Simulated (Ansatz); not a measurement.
Born–Oppenheimer molecular dynamics of CH$_{9}$ClSi$_{3}$ (14 atoms, charge 0, multiplicity 1). It starts from a relaxed structure.

Theory: RKS PBE-D4/STO-3G in Ansatz 0.2.0.

```
ensemble        : NVT, Langevin thermostat
time step       : 0.5 fs
steps asked     : 250
set temperature : 100 K
friction        : 0.05 /fs
seed            : 987062
```

First frame:

```xyz
14
Properties=species:S:1:pos:R:3
Si -2.173 0.527 0.296
Si -0.177 1.200 -0.520
C 0.965 -0.294 -0.800
Si 1.438 -1.289 0.745
Cl 2.550 0.304 -1.618
H -2.045 0.035 1.659
H -3.120 1.632 0.302
H -2.733 -0.543 -0.515
H -0.343 1.889 -1.792
H 0.488 2.106 0.406
H 0.518 -0.973 -1.556
H 0.213 -1.816 1.330
H 2.092 -0.417 1.706
H 2.316 -2.391 0.385
```

Problem. What does the run give?

Solution. The run went to its last step.

* steps done: 250
* time covered: 125 fs
* mean temperature over the second half: 86 K
* spread of the potential energy over the second half: 1.9 meV per atom
* mean potential energy of the second half above the start: 10.2 meV per atom

The mean temperature of the second half is 14 % below the set value. A run of 0.12 ps of so small a system gives no equilibrium averages. Limits of this set-up: minimal basis.

Problem. What happens to the structure?

Solution. The same pairs are bonded in the first frame and the last. Pairs count as bonded within 1.25 times the sum of covalent radii (0.12 Å more for H–H). The details hang on the random start.

Problem. How do temperature and energy run in time?

Solution. 
```
time (fs)  T (K)  potential energy less start (eV)
      0.0     93                             0.000
      6.0    102                             0.057
     12.0     94                             0.084
     18.0     93                             0.111
     24.0     98                             0.136
     30.0     85                             0.186
     36.0     78                             0.175
     42.0     80                             0.138
     48.0     80                             0.154
     54.0     92                             0.119
     60.0     89                             0.148
     66.0     78                             0.117
     72.0     72                             0.132
     78.0     98                             0.151
     84.0     83                             0.154
     90.0     76                             0.182
     96.0    100                             0.167
    102.0     89                             0.178
    108.0     75                             0.146
    114.0     84                             0.129
    120.0     77                             0.124
```

The run took 12 min on 1 thread of Arm Neoverse V2 (shared host), peak memory 0.1 GiB.
